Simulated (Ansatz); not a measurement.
System: sum formula SiN$_{3}$H$_{7}$, net charge 0, singlet state. 
Geometry from a B3LYP-D3(BJ)/def2-TZVP (Ansatz, a quantum-chemistry and plane-wave program) optimisation:
```xyz
11

Si    -0.0661     0.0789     0.3259
N     -0.7343     1.3958    -0.5554
N     -0.7907    -1.3052    -0.3799
N      1.6148    -0.2844     0.3280
H     -0.3515     0.4241     1.7414
H     -0.7427     2.3227    -0.1611
H     -0.7094     1.4218    -1.5629
H     -0.4648    -2.2283    -0.1449
H     -1.7649    -1.2984    -0.6338
H      2.2392     0.1899     0.9603
H      2.0905    -0.5808    -0.5100
```

Basis-set convergence of Hartree-Fock and CCSD correlation energies (hartree) with Ansatz. Valence correlation only, unless marked. No spin-orbit coupling. No relativistic terms.

```json
[
 {"basis": "aug-cc-pV(D+d)Z", "functions": "164", "E(HF)": "-456.49149", "E(corr, CCSD)": "-0.69738"},
 {"basis": "aug-cc-pV(T+d)Z", "functions": "354", "E(HF)": "-456.55477", "E(corr, CCSD)": "-0.82117"},
 {"basis": "aug-cc-pV(Q+d)Z", "functions": "651", "E(HF)": "-456.56873", "E(corr, CCSD)": "-0.85987"}
]
```

Extrapolating the two largest sets (X = 3 and 4) as X^-3: E(corr) = (64·(-0.85987) - 27·(-0.82117))/37 = -0.8881 Eh, an estimate of the basis-set limit. The largest set recovers 96.8 % of it, the smallest 78.5 %.
